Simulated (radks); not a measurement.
All-electron atom: Hf4+ in [Xe] 4f14.

Method: scalar-relativistic Kohn-Sham, PBEsol, spin-polarised, spherical densities, point nucleus; computed with a radial shooting solver on a logarithmic mesh with Libxc functionals.

Energy parts (hartree):
part                       energy
total                 -15070.8408
kinetic                16514.2236
electron-nucleus      -37083.7252
Hartree                 5800.5678
exchange-correlation    -301.9070

Orbitals (lengths in bohr, moments of r in powers of bohr):
| orbital | occ. | eigenvalue (hartree) | <1/r> | <r^2> |
|---|---|---|---|---|
| 1s | 2 | -2399.920 | 83.82 | 0.0004951 |
| 2s | 2 | -411.7034 | 19.57 | 0.007643 |
| 2p | 6 | -361.7102 | 17.85 | 0.006286 |
| 3s | 2 | -94.96407 | 7.238 | 0.04980 |
| 3p | 6 | -80.03187 | 6.710 | 0.05043 |
| 3d | 10 | -62.35864 | 6.349 | 0.04188 |
| 4s | 2 | -20.32816 | 3.067 | 0.2477 |
| 4p | 6 | -15.43014 | 2.792 | 0.2821 |
| 4d | 10 | -9.10339 | 2.475 | 0.3327 |
| 5s | 2 | -3.96698 | 1.183 | 1.417 |
| 5p | 6 | -2.78453 | 1.001 | 1.917 |
| 4f | 14 | -2.13069 | 1.925 | 0.5730 |

The highest occupied level is 4f at -57.979 eV. For comparison, the ionisation energy in NIST's Atomic Spectra Database is 68.37 eV (semi-empirical). In exact Kohn-Sham theory the highest level is minus the ionisation energy, but local and semilocal functionals leave it too shallow, through self-interaction and a potential that decays too fast; potentials with the right tail come closer.
